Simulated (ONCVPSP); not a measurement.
## Ir: one change to an ONCV potential, before and after

ONCVPSP 4.0.1 input, shortened (lines: element, Z, core and valence counts, functional; n l f; lmax; l rc ep ncon nbas qcut; lloc lpopt rc5 dvloc0; l nproj debl; icmod fcfact rcfact), PBEsol, fully relativistic:

```
  Ir 77.00    9    5  -116133      upf
    1    0    2.00
    2    0    2.00
    2    1    6.00
    3    0    2.00
    3    1    6.00
    3    2   10.00
    4    0    2.00
    4    1    6.00
    4    2   10.00
    4    3   13.00
    5    0    2.00
    5    1    6.00
    5    2    8.00
    6    0    2.00
    3
    0    1.35    0.00    3    6    7.70
    1    1.30    0.00    3    7    6.10
    2    2.00    0.00    3    8    6.90
    3    1.05    0.00    4    8   19.00
    4    4    0.95   -1.00
    0    2    3.50
    1    2    3.10
    2    1    0.50
    3    1    0.60
    1    0.20    0.00
```

Open shells are filled in proportion to 2j + 1.

All-electron outer shells of the reference configuration (PBEsol, scalar-relativistic, ld1.x):

| shell | level (eV) | outermost node (bohr) | outermost maximum (bohr) |
| --- | --- | --- | --- |
| 4d | -302.01 | 0.21 | 0.42 |
| 5s | -102.03 | 0.50 | 0.88 |
| 4f | -72.77 | – | 0.39 |
| 5p | -57.58 | 0.53 | 0.99 |
| 5d | -8.21 | 0.58 | 1.26 |
| 6s | -6.41 | 1.15 | 2.35 |

Change: s: qcut 7.6; d: qcut 6.8; f: qcut 18.9.

Cutoffs: the cutoffs (Ha) at which the residual kinetic energy of the hardest occupied pseudo-wave falls to 1 and 0.1 mHa per electron; they do not see the model core or the augmentation charge, which bear on the density cutoff. Errors are all-electron minus pseudo energies relative to the spin-unpolarised reference configuration.

Problem. Predict the effect on cutoff, ghosts and configuration errors.

Solution. The potential gets neither clearly harder nor softer (144 Ha and 156 Ha → 142 Ha and 155 Ha); the errors of the 4 common tests hardly move; the range in which the d3/2 phases agree widens (upper end 2.3 → at the end of the scan); neither file shows a bound ghost.

```csv
quantity,base,changed
"cutoff, loose",144 Ha,142 Ha
"cutoff, tight",156 Ha,155 Ha
loose cutoff by channel,"s 25 Ha, p 60 Ha, d 17 Ha, f 144 Ha","s 25 Ha, p 60 Ha, d 17 Ha, f 142 Ha"
bound ghosts,none,none
GHOST(+) flags under 300 eV,s at 158.9 eV,s at 157.7 eV
"error for 4f14 5s2 5p6 5d7 6s2, meV [ΔE -59.53 eV]",+66,+67
"error for 4f14 5s2 5p6 5d7 6s1, meV [ΔE -49.59 eV]",+139,+142
"error for 4f14 5s2 5p6 5d7 6s0, meV [ΔE -32.09 eV]",+231,+237
"error for 4f14 5s2 5p6 5d7 6s1 6p1, meV [ΔE -54.20 eV]",+115,+117
s: phases at 1.37 bohr within 0.05 rad from the reference energy up to (Ha; the scan ends near 5),3.5,3.4
p3/2: phases at 1.32 bohr within 0.05 rad from the reference energy up to (Ha; the scan ends near 5),to the end of the scan,to the end of the scan
p1/2: phases at 1.32 bohr within 0.05 rad from the reference energy up to (Ha; the scan ends near 5),to the end of the scan,to the end of the scan
d5/2: phases at 2.03 bohr within 0.05 rad from the reference energy up to (Ha; the scan ends near 5),2.0,2.1
d3/2: phases at 2.03 bohr within 0.05 rad from the reference energy up to (Ha; the scan ends near 5),2.3,to the end of the scan
f7/2: phases at 1.06 bohr within 0.05 rad from the reference energy up to (Ha; the scan ends near 5),0.1,0.1
f5/2: phases at 1.06 bohr within 0.05 rad from the reference energy up to (Ha; the scan ends near 5),0.0,0.0
"rms error of d²Exc/dni dnj with the model core, mHa",3.78,3.78
```
